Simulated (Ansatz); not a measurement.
System: bromine monochloride, BrCl, net charge 0, singlet state. 
Geometry from a B3LYP-D3(BJ)/def2-TZVP (Ansatz, a program for electronic structure) optimisation:
SMILES: ClBr
```xyz
2

Cl     0.0000     0.0000    -1.4574
Br     0.0000     0.0000     0.7079
```

Quantity: vertical ionisation energy (to the doublet state of charge +1; each state is the SCF solution reached for its spin; for the doublet T1 is 0.049), in eV. Valence correlation only, unless marked. UHF or UKS for open shells. No spin-orbit coupling. The frozen core is the preceding noble-gas configuration, with the filled d and f shells of earlier blocks. No relativistic terms. Basis-set limits of correlation are two-point, X^-3; Hartree-Fock from the larger set.

CCSD(T)/CBS(def2-TZVPPD,def2-QZVPPD) (Ansatz) gives 11.24 eV.

### Question
Another calculation gave 11.12 eV. Which level was it?
A) r2SCAN/def2-TZVPD (Ansatz)
B) PBE/def2-TZVPD (Ansatz)
C) wB97M-V/def2-TZVPD (Ansatz)

### Answer
C, wB97M-V/def2-TZVPD (Ansatz). The others give 10.94 (r2SCAN), 10.75 (PBE) eV.
